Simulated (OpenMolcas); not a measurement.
Tm2+: moving the ligands

Tm2+ with 7 ligands (fluoride) in pentagonal bipyramidal coordination (D5h) at 2.4 Å, the axial distance 2.376 Å. A charge of +0.714 e stands 2.6 Å behind each ligand. Ligand basis ANO-RCC-VDZP.

```yaml
Program: OpenMolcas
Method: CASSCF
Basis: ANO-RCC-VDZP [7s6p4d2f1g]
Scalar_Hamiltonian: DKH2, point nucleus
Active_space: 13 electrons in 7 orbitals (4f)
State_averaging: 2S+1 = 2 odd, 7 roots
Spin-orbit_coupling: state interaction with AMFI integrals over the reference wave functions
```

Runs around this geometry, states. Energies in cm-1 above the lowest state or level, χT in cm3 K/mol.

| R (Å) | Ground state | First state of that spin | First gap with spin-orbit (degeneracies) | Width of lowest J | χT at 300 K |
| --- | --- | --- | --- | --- | --- |
| 2.28 | 2S+1 = 2 | 196.5 | 284.0 (2, 2) | 456 | 2.438 |
| 2.4 | 2S+1 = 2 | 217.1 | 279.7 (2, 2) | 381 | 2.477 |
| 2.54 | 2S+1 = 2 | 213.3 | 256.4 (2, 2) | 323 | 2.510 |

Taking the width of the lowest J multiplet as R^-n, n = -ln(323 / 456) / ln(2.54 / 2.28) = 3.2 between the shortest and longest distance.

Without dynamic correlation the ligand-field splitting of an f shell can come out too small, at times by half. No measured value stands beside these numbers; the geometry is a model, was not optimised and need not be the one that this ion takes.

A state without a sure symmetry label is named by its multiplicity alone.
